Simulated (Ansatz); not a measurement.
The cluster Cu₅H₆. The state is a doublet with charge 0. Geometry r2SCAN-D4/def2-SVP.

```tsv
atom	x (Å)	y (Å)	z (Å)
Cu1	-0.9453	-0.7400	-1.2272
Cu2	-0.9126	1.0603	0.2979
Cu3	1.2013	0.4423	1.1440
Cu4	-0.3251	-1.3480	0.9674
Cu5	1.0815	0.4669	-1.2125
H6	0.0333	1.7018	1.4167
H7	-1.2497	-2.0113	-0.1789
H8	2.1864	0.9208	-0.1254
H9	0.7676	-0.8891	2.0650
H10	-1.9892	0.5771	-0.7828
H11	0.1518	-0.1808	-2.3642
```

At HF/STO-3G the charge 0 doublet is spin-contaminated (final ⟨S²⟩ up to 7.02, 0.75 for a pure state). No other spin state of charge 0 was run. Another isomer (doublet) lies 0.98 eV lower at PBE0-D4/def2-TZVP; other spin states weren't run for this one.

Q: Estimate the α-spin orbital energies around the gap (eV) in Ansatz with HF/STO-3G, PBE-D4/def2-TZVP, BLYP-D4/def2-TZVP, PBE0-D4/def2-SVP, PBE0-D4/def2-TZVP.

A: 
```
orbital  HF/STO-3G  PBE-D4/def2-TZVP  BLYP-D4/def2-TZVP  PBE0-D4/def2-SVP  PBE0-D4/def2-TZVP
 HOMO−9     -16.59             -6.69              -6.61             -8.28              -8.57
 HOMO−8     -16.33             -6.61              -6.53             -8.25              -8.55
 HOMO−7     -15.94             -6.61              -6.52             -8.15              -8.41
 HOMO−6     -15.61             -6.58              -6.50             -8.14              -8.41
 HOMO−5     -15.35             -6.45              -6.38             -8.14              -8.39
 HOMO−4     -14.52             -6.40              -6.33             -8.05              -8.33
 HOMO−3     -14.08             -6.30              -6.22             -7.71              -7.94
 HOMO−2     -10.49             -5.89              -5.81             -6.91              -7.17
 HOMO−1      -7.10             -5.63              -5.54             -6.81              -7.05
   HOMO      -5.93             -5.57              -5.49             -6.51              -6.75
   LUMO       0.89             -3.06              -2.96             -1.94              -2.20
 LUMO+1       2.55             -2.40              -2.31             -1.20              -1.45
 LUMO+2       3.06             -1.30              -1.16              0.34              -0.44
 LUMO+3       3.36             -1.08              -0.95              0.41              -0.21
 LUMO+4       4.33             -0.79              -0.73              0.76               0.12
 LUMO+5       4.55             -0.45              -0.40              0.82               0.42
 β HOMO      -5.03             -5.46              -5.38             -6.04              -6.28
 β LUMO       1.47             -5.22              -5.13             -4.43              -4.66
```
